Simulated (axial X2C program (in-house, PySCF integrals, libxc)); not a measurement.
## How long does VP⁻ take?

A bond scan computed with an axial X2C code built on PySCF integrals. Basis: V dyall-acv3z [11s11p7d4f2g], P dyall-av3z [9s8p3d2f] (cores contracted in-house).

Input:
```json
{"zs": [23, 15], "q": -1, "bas": ["dyall-acv3z", "dyall-av3z"], "levels": ["PBE0", "HF", "BLYP"], "cc": true, "r0": 2.14, "thr": -2.0, "nmax": 90, "npts": 10, "nst": 2, "ntry": 6}
```
```bash
python so2c.py task.json out
```

Keys: zs atomic numbers; q charge; bas basis sets; levels methods; cc coupled cluster on or off; r0 starting distance in Å; thr threshold in hartree for freezing inner shells (an s shell follows its p shell); nmax most natural virtual spinors; npts points on the curve; nst determinants followed; ntry starts of the search. HF also brings MP2.

Hardware: 1 thread of Arm Neoverse V1, on a shared host.

Wall time of one point of each curve, integrals apart:

```json
{"Hamiltonian": "spin-free", "level": "PBE0", "points": "10", "seconds a point": "1.4"}
{"Hamiltonian": "spin-free", "level": "HF", "points": "10", "seconds a point": "0.71"}
{"Hamiltonian": "spin-free", "level": "CCSD(T) (11 electrons, 90 virtuals)", "points": "7", "seconds a point": "7.7"}
{"Hamiltonian": "spin-free", "level": "BLYP", "points": "10", "seconds a point": "0.96"}
{"Hamiltonian": "2c", "level": "PBE0", "points": "10", "seconds a point": "2"}
{"Hamiltonian": "2c", "level": "HF", "points": "10", "seconds a point": "1.5"}
{"Hamiltonian": "2c", "level": "CCSD(T) (11 electrons, 90 virtuals)", "points": "7", "seconds a point": "8.9"}
{"Hamiltonian": "2c", "level": "BLYP", "points": "10", "seconds a point": "1.1"}
```

The rest:

Search with its distance optimisation 34 s, atoms 30 s, whole task 270 s. Coupled cluster runs on the points near the minimum only. The program drops outer points, and coupled cluster, when its time limit (not in the input) nears; MP2, further determinants and curves that did not converge are not in the table.
